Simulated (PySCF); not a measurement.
## Electronic absorption of C4H6F2SSi

Species: C4H6F2SSi.
Geometry (GFN2-xTB, Å), atoms numbered from 1 in this order:
```xyz
14
C4H6F2SSi angstrom
C      2.910   -0.777    0.334
C      1.965   -0.033    0.298
Si     0.538    1.128    0.226
S      0.387    1.889   -1.781
C     -1.055    0.059    0.549
C     -1.195   -1.202   -0.278
F     -1.109   -0.260    1.882
F     -2.165    0.855    0.352
H      3.732   -1.432    0.367
H      0.594    2.200    1.211
H     -0.925    2.086   -1.751
H     -2.125   -1.710   -0.029
H     -0.355   -1.859   -0.068
H     -1.197   -0.945   -1.334
```

Method: TDDFT CAM-B3LYP/def2-SVPD, vertical, gas phase, core orbitals frozen in the response (PySCF 2.14.0, density-fitted response routines).

Q: What does the calculation give for the low-lying excited states?

A: 

| state | λ (nm) | E (eV) | f | main configurations (H = HOMO, L = LUMO) |
| --- | --- | --- | --- | --- |
| S1 | 207.4 | 5.98 | 0.0097 | H→L (58%), H-2→L (19%) |
| S2 | 207.0 | 5.99 | 0.0055 | H→L (32%), H-2→L (25%), H-1→L (11%) |
| S3 | 198.6 | 6.24 | 0.0081 | H→L+1 (39%), H→L+2 (13%), H→L+4 (8%) |
| S4 | 197.4 | 6.28 | 0.0032 | H-2→L+1 (36%), H-1→L (24%), H→L+2 (9%) |
| S5 | 195.9 | 6.33 | 0.0035 | H-1→L+1 (35%), H-3→L+1 (17%), H-2→L (15%) |
| S6 | 181.1 | 6.84 | 0.018 | H→L+1 (43%), H→L+2 (30%) |
| S7 | 168.1 | 7.38 | 0.026 | H→L+3 (35%), H-3→L (17%), H-1→L (16%) |
| S8 | 166.7 | 7.44 | 0.092 | H→L+3 (38%), H-3→L (22%), H-1→L (22%) |

Triplets (Tamm–Dancoff): T1 4.97 eV, H-2→L+1 (17%), H-1→L (16%), H-3→L (15%); T2 5.42 eV, H-2→L (37%), H-1→L+1 (20%), H-3→L+1 (13%); T3 5.44 eV, H-2→L+1 (42%), H-1→L (17%), H-3→L (10%).

The lowest singlet lies at 5.98 eV (207 nm, ultraviolet) and is weak; its leading configuration is HOMO→LUMO (58%). The most intense listed level is S8 at 7.44 eV (167 nm, f = 0.092), 1.46 eV above S1. It is the last of those listed, so stronger ones may follow. S1/S2 lie within about 0.01 eV of each other. Löwdin shares by element: HOMO sulfur 70%, silicon 10%, hydrogen 6% or more; LUMO carbon 41% or more, silicon 19%, sulfur 18% (atoms not listed hold the other 21%). Orbital energies (eV): HOMO-3 -10.69, HOMO-2 -10.18, HOMO-1 -9.92, HOMO -9.04, LUMO 0.14, LUMO+1 0.53, LUMO+2 1.04. Weighted by f, the mean energy of these states is 7.13 eV. The listed states span 1.46 eV, and the widest gap between neighbours is 0.53 eV (S6 to S7). Singlets were solved by full linear response, triplets in the Tamm–Dancoff approximation.

One conformer stands for the species.
